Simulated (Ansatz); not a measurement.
Consider the atomization: `CN1CB[SiH2]1` → B• + 2 C• + 8 H• + N• + Si•.

Program: Ansatz. Geometries: PBE0-D4/def2-TZVP. ΔE: electronic, gas phase. CCSD(T)/CBS adds triple-zeta CCSD(T) − MP2 to the extrapolated MP2 energy (def2 sets, frozen cores). This one scheme is used for every species, atoms too. Functionals use def2-TZVPP. B3LYP here is the variant with VWN-RPA as its local correlation; programs differ in this. Open shells (•) are unrestricted, without spin–orbit coupling. Spin–orbit coupling would lower the free atoms: a little for B, C, Si.

`CN1CB[SiH2]1`:

Z-matrix (Å, degrees):
```
C
N 1 1.428
H 1 1.100 2 111.9
H 1 1.100 2 111.8 3 -120.4
H 1 1.092 2 110.3 3 119.9
C 2 1.464 1 121.0 3 60.4
Si 2 1.729 1 138.7 3 -118.1
B 6 1.578 2 98.6 1 -179.6
H 6 1.106 2 113.6 1 -60.0
H 6 1.106 2 113.6 1 60.6
H 7 1.498 2 116.0 1 61.4
H 7 1.498 2 115.9 1 -62.6
H 8 1.190 6 128.9 2 -179.6
```

CCSD(T)/CBS gives +48.41 eV.

Q: Another level gave +48.74 eV. Which?
A. CCSD/def2-TZVPP
B. SCS-MP2/def2-TZVPP
C. PBE-D4/def2-TZVPP
D. B3LYP-D4/def2-TZVPP

A: D. B3LYP-D4 48.74, CCSD/def2-TZVPP 46.54, SCS-MP2/def2-TZVPP 47.73, PBE-D4 49.47 eV.

Largest T1 diagnostic among the species: 0.014.

In def2-TZVPP, CCSD(T) changes the Hartree–Fock value by +11.45 eV (the triples alone add +0.63 eV) and MP2 by +11.96 eV; breaking electron pairs costs correlation energy, which Hartree–Fock lacks. From PBE to PBE0 (25 % exact exchange), in def2-TZVPP and without D4, ΔE moves by −0.58 eV: exact exchange takes away binding that semilocal exchange gives to molecules. The D4 term adds +0.46 eV with B3LYP and +0.24 eV with PBE0; it sums over pairs of atoms, weighted by their polarisabilities, and B3LYP, whose exchange is more repulsive, gets the larger term.

For atomizations the MP2-based limit and the directly extrapolated one differ by several kJ/mol either way, and by 10 to 25 for some Ge, Se and Sn compounds, so smaller differences from it don't rank the levels.
